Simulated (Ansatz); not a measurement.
Reaction (silylene loss): `[F][Sn]([F])([F])[O][SiH3]` → `[OH][Sn]([F])([F])[F]` + `[SiH2]`

Isolated molecules relaxed with PBE0-D4/def2-TZVP in Ansatz; ΔE leaves out vibrations. CBS: MP2 limit from def2 TZ/QZ plus the TZ coupled-cluster correction, frozen cores. This one scheme is used for every species. DFT in def2-TZVPP. def2 core potentials past Kr. For Sn outer-core shells are correlated without core-valence functions, which leaves a few kJ/mol of doubt a bond. One conformer a species, not always the lowest.

```json
{"level": "revPBE", "ΔE (kJ/mol)": "296.0"}
{"level": "r2SCAN", "ΔE (kJ/mol)": "345.6"}
```

Question: What does CCSD(T)/CBS give? (Estimate.)

Answer: The calculation gave: +334.5 kJ/mol. The listed levels differ from it by -38.5, 11.1 kJ/mol.

Largest T1 diagnostic among the species: 0.015.

From PBE to PBE0 (25 % exact exchange), in def2-TZVPP and without D4, ΔE moves by +16.0 kJ/mol. Leaving LDA and LC-ωPBE aside and taking each functional with its dispersion term where it has one, the values, not all of them listed here, spread over 41.0 kJ/mol, from revPBE-D4 to r2SCAN0-D4. LDA lies +32.1 kJ/mol from PBE without D4.
